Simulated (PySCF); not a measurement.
Input file for PySCF: R-HF/STO-3G on FHOSn (SMILES [OH][Sn][F]), a point of a bond scan (R = 2.950 Å).

```python
from pyscf import gto, scf, dft, mp
from pyscf.data.elements import chemcore

mol = gto.M(
    atom='''
    Sn    0.17128322    0.03284367    0.32223931
    F    -0.43754371    1.94924253   -1.83600734
    O    -0.67402817   -1.51488275   -0.57778587
    H    -1.06052282   -1.31710786   -1.44035232
    ''',
    basis='sto-3g',
    charge=0, spin=0, verbose=3, max_memory=1800)
mf = scf.RHF(mol)
mf.conv_tol = 1e-8
mf.max_cycle = 100
mf.kernel()
if not mf.converged:
    mf = mf.newton().run(mf.mo_coeff, mf.mo_occ)
```

It printed:

```
converged SCF energy = -6135.53262182292
```

Self-consistency was reached.

Cost: about 0.4 core-seconds (a rough figure).
